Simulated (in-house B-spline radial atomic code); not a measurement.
Results of a calculation; reference values are marked as such.
Mean free path of electrons in Ge from the free-electron model

The electrons form a uniform gas at zero temperature with Lindhard's dielectric function (RPA). An added electron of energy E, from the band bottom, collides once per mean free path λ, with 1/λ = (1/πE) ∫dω ∫dq/q Im(−1/ε(q, ω)), in atomic (or effective) units, with ω up to E − E_F and q between √(2E) ∓ √(2(E − ω)); electron-hole pairs and the plasmon pole are integrated apart. No exchange between the two electrons.

Ge: 4 valence electrons per atom, density 5.323 g/cm³, mass 72.63 u, so r_s = 2.09 bohr. Core levels, phonons and band structure are left out; the gap, which matters within some eV of the band edges, is ignored too.

Task: Find E_F, the plasma energy, the screening length and the long-wave dispersion of the plasmon.

Result: k_F = 1.91916/2.09 = 0.9183, E_F = k_F²/2 = 11.47 eV. ω_p = √(3/r_s³) = 0.5732 hartree = 15.60 eV. The Thomas-Fermi length is √(π/4k_F) = 0.925 bohr = 0.0489 nm. For small q, ω = ω_p + α q² with α = (3/5) E_F/ω_p = 0.4413; at q = 0.2723 this gives 16.49 eV, and the zero of ε lies at 16.52 eV. The plasmon meets the pair continuum ω = q k_F + q²/2 at q_c = 0.68066 = 0.74 k_F, 23.3 eV.

```csv
E − E_F (eV),λ (nm),share of plasmon losses,lifetime (fs),stopping (eV/nm)
1.15,74.1,0.00,35.2,0.0103
4.02,8.39,0.00,3.59,0.312
8.6,2.75,0.00,1.04,2.01
14.9,1.31,0.00,0.431,7.37
22.9,0.624,0.18,0.179,25.9
36.7,0.332,0.42,0.0806,61.1
68.8,0.375,0.52,0.0705,59.1
161,0.597,0.60,0.0767,39.8
402,1.15,0.67,0.0951,21.9
1150,2.64,0.72,0.131,9.89
```

Task: Where is λ shortest, and how does it grow on either side?

Result: The least value in the table is 0.332 nm at 36.7 eV, 2.4 times the plasma energy. Between the last two rows it grows as (E − E_F)^0.79, near Bethe's E/ln E, and between the first two as (E − E_F)^-1.74, where the Pauli principle blocks most collisions.

Task: Photoelectrons 1150 eV above E_F leave through 2 nm of this material at 30° from the normal. What share escapes without loss, and what depth gives 95 % of a bulk signal? Ignore elastic scattering.

Result: exp(−d/(λ cos θ)) = exp(−2/(2.64 × 0.866)) = 0.417. 95 % comes from within 3λ cos θ = 6.86 nm. The mean loss per collision is λ × stopping = 26.1 eV. The d or semicore shells, left out, add losses that the model lacks.
